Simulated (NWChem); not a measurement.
System: CH$_{4}$BF$_{2}$N; SMILES CNB(F)F

```xyz
9

B      0.0104    -0.5695     0.0000
F      0.7267    -1.6995     0.0003
F     -1.3237    -0.6759     0.0000
N      0.6417     0.6780    -0.0002
C     -0.0210     1.9728    -0.0006
H      1.6525     0.7029    -0.0005
H      0.2372     2.5603    -0.8913
H      0.2418     2.5630     0.8868
H     -1.1016     1.8168     0.0024
```
Atoms are numbered in this order, from 1.

Computed with NWChem. Pople sets run with spherical d functions. Geometry: optimised at B3LYP/6-31G* (spherical d). Static field.

### Question
Among these, which level gives the lowest value of “isotropic polarisability (bohr³)”?
A. Hartree-Fock/6-31+G*
B. CAM-B3LYP/6-31+G*
C. B3LYP/6-31+G*
D. PBE/6-31+G*

### Answer
A, Hartree-Fock/6-31+G*. Values: Hartree-Fock/6-31+G* 29.4; CAM-B3LYP/6-31+G* 32.5; B3LYP/6-31+G* 33.1; PBE/6-31+G* 34.5
